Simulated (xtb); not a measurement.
C2H4F2Sn, SMILES [F][SnH]([F])[CH]=C. All values are semi-empirical tight-binding results from xtb (GFN2-xTB unless named), good for trends rather than for accurate numbers. The structure is a stationary point at GFN2-xTB. The structure was generated by enumeration; whether it is a known compound was not checked. One conformer was computed; it need not be the lowest.

For metal compounds this method's bond lengths and energies can be far off.

```yaml
orbital_gap: 4.12 eV
zero_point_energy: 29.5 kcal/mol
G − E(el) at 298.15 K (modified RRHO): 8.1 kcal/mol
```
